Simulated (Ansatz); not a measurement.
Ru3H: single points at one geometry.

```yaml
crystal:
  periodic: [false, false, false]
  atoms:
    - {symbol: Ru, position_ang: [0.208788, 0.155718, -0.953953]}
    - {symbol: Ru, position_ang: [1.378223, -0.300354, 1.173874]}
    - {symbol: Ru, position_ang: [-0.900558, -1.240620, 0.365562]}
    - {symbol: H, position_ang: [-0.686453, 1.385246, -0.585484]}
basis:
  gaussian: {orbitals: def2-TZVP, initial_orbitals: start.molden}
magnetization: {spin_polarized: true, initial_magnetization: 1}
hamiltonian: {xc: r2scan, dispersion: d4}
scf: {omitted_lower_state_checks: [starts]}
output: {orbitals: {seedname: orbitals}}
```

The file start.molden holds the orbitals of an earlier run on this structure, at another level or in another basis.

```sh
$ ansatz run in.yaml --threads 4 --pin off --events-out ev --progress --plain --max-ram 3916MiB
```

Output, abridged:

```
Functional definition: r2SCAN
1106 factors; their error is unknown
mean field evaluation 1: about -7764.0695 eV, gradient 3.5e0 eV
mean field evaluation 2: about -7764.2153 eV, gradient 2.7e-1 eV
mean field evaluation 4: about -7764.2150 eV, gradient 8.4e-2 eV
mean field evaluation 8: about -7764.2153 eV, gradient 2.4e-3 eV
mean field evaluation 16: about -7764.2153 eV, gradient 4.2e-5 eV
mean field -7764.21531908 eV, -285.3296502022 hartree, gradient 7.1e-6 eV, S^2 3.045768; 0 other end points of the search recorded, 0 dependent functions left out
reference -7764.21535162 eV, -285.3296513978 hartree; 25, 24 occupied and 101, 102 virtual orbitals, 1106 factors
Total energy: -7764.24938578 eV, -285.3309021303 hartree
Checks for a lower state left out: starts
```

Run time 16 s (4 threads of Arm Neoverse V2 on a shared host).

As the first input, with `gaussian: {orbitals: def2-TZVPD, initial_orbitals: start.molden}`, `hamiltonian: {xc: pbe, dispersion: d4}` (abridged; 6.5 s):

```
Functional definition: PBE
mean field evaluation 16: about -7763.6555 eV, gradient 8.2e-5 eV
mean field -7763.65550947 eV, -285.3090775785 hartree, gradient 9.7e-6 eV, S^2 2.803400
Total energy: -7763.84279398 eV, -285.3159601570 hartree
Checks for a lower state left out: starts
```

First input, but with `gaussian: {orbitals: def2-TZVPD, initial_orbitals: start.molden}`, `hamiltonian: {xc: pbe0, dispersion: d4}` (abridged; 8.5 s):

```
Functional definition: PBE0
mean field -7759.13201544 eV, -285.1428422387 hartree, gradient 9.5e-6 eV, S^2 3.176060
Total energy: -7759.29023017 eV, -285.1486565230 hartree
Checks for a lower state left out: starts
```

First input, but with `gaussian: {orbitals: def2-SVP, initial_orbitals: start.molden}`, `hamiltonian: {xc: pbe0, dispersion: d4}` (abridged; 4.9 s):

```
Functional definition: PBE0
mean field -7757.06670426 eV, -285.0669434531 hartree, gradient 4.0e-6 eV, S^2 3.168941
Total energy: -7757.22491685 eV, -285.0727576582 hartree
Checks for a lower state left out: starts
```

The first input with `gaussian: {orbitals: def2-TZVPD, initial_orbitals: start.molden}` (abridged; 19 s):

```
Functional definition: r2SCAN
mean field evaluation 16: about -7764.2263 eV, gradient 5.7e-5 eV
mean field -7764.22631884 eV, -285.3300544356 hartree, gradient 7.3e-6 eV, S^2 3.045547
Total energy: -7764.26038498 eV, -285.3313063432 hartree
Checks for a lower state left out: starts
```

As the first input, with `hamiltonian: {xc: pbe}`, `correlation: {method: rpa}` and without the key `output` (abridged; 5.5 s):

```
Functional definition: PBE
mean field -7763.64387695 eV, -285.3086500910 hartree, gradient 2.6e-6 eV, S^2 2.803281
Total energy: -7745.20269669 eV, -284.6309492165 hartree
Checks for a lower state left out: starts
```

The first input with `correlation: {method: ccsd_t}`, `scf: {omitted_lower_state_checks: [starts, cluster_reference]}` and without the key `hamiltonian` (abridged; 5.2 min):

```
Functional definition: HF
mean field evaluation 16: about -7695.9557 eV, gradient 3.0e-2 eV
mean field -7695.95591272 eV, -282.8211632862 hartree, gradient 2.9e-6 eV, S^2 4.379630
second order -34.95711250 eV of doubles, -0.00000000 eV of singles
cycle   1  -31.88760600 eV  change     3.1e0 eV  update   3.0e-1
cycle   2  -33.55133923 eV  change    -1.7e0 eV  update   1.3e-1
cycle   3  -34.17682029 eV  change   -6.3e-1 eV  update   1.1e-1
cycle   4  -34.51053308 eV  change   -3.3e-1 eV  update   7.5e-2
cycle   5  -34.63494276 eV  change   -1.2e-1 eV  update   4.7e-2
cycle   6  -34.79634262 eV  change   -1.6e-1 eV  update   3.0e-2
cycle   7  -34.88402223 eV  change   -8.8e-2 eV  update   1.9e-2
cycle   8  -34.91437155 eV  change   -3.0e-2 eV  update   1.3e-2
cycle   9  -34.94632791 eV  change   -3.2e-2 eV  update   9.0e-3
cycle  10  -34.94948835 eV  change   -3.2e-3 eV  update   6.7e-3
[...]
cycle  53  -34.98035656 eV  change    1.8e-4 eV  update   1.5e-4
cycle  54  -34.98028758 eV  change    6.9e-5 eV  update   1.3e-4
cycle  55  -34.98017649 eV  change    1.1e-4 eV  update   1.2e-4
cycle  56  -34.98017875 eV  change   -2.3e-6 eV  update   1.0e-4
cycle  57  -34.98020628 eV  change   -2.8e-5 eV  update   9.0e-5
cycle  58  -34.98020985 eV  change   -3.6e-6 eV  update   7.8e-5
cycle  59  -34.98025281 eV  change   -4.3e-5 eV  update   7.1e-5
cycle  60  -34.98027234 eV  change   -2.0e-5 eV  update   6.6e-5
cycle  61  -34.98030559 eV  change   -3.3e-5 eV  update   6.2e-5
cycle  62  -34.98033894 eV  change   -3.3e-5 eV  update   5.8e-5
cycle  63  -34.98035704 eV  change   -1.8e-5 eV  update   5.4e-5
cycle  64  -34.98035156 eV  change    5.5e-6 eV  update   5.0e-5
perturbative correction -2.05152240 eV, -0.0753920578 hartree
Total energy: -7732.98778669 eV, -284.1820595534 hartree
Checks for a lower state left out: starts, cluster_reference
```

Geometry: PBE0-D4/def2-TZVP.

In the def2 sets Ru takes a core potential; there is no spin–orbit coupling. Correlated methods freeze no core orbitals; core or outer-core shells of Ru are correlated, in sets that lack core-valence functions. At r2SCAN-D4/def2-TZVP, PBE-D4/def2-TZVPD, PBE0-D4/def2-TZVPD, PBE0-D4/def2-SVP and others the charge 0 doublet is spin-contaminated (final ⟨S²⟩ up to 4.38, 0.75 for a pure state). At CCSD(T)/def2-TZVP T1 of the charge 0 doublet is large (up to 0.104), so the single-reference result is doubtful. The order of the spin states hangs on the level: the quartet lies 0.09 eV below the doublet at r2SCAN-D4/def2-TZVP, but 0.07 eV above it at CCSD(T)/def2-TZVP. The structure comes from a short search, and lower isomers may exist.
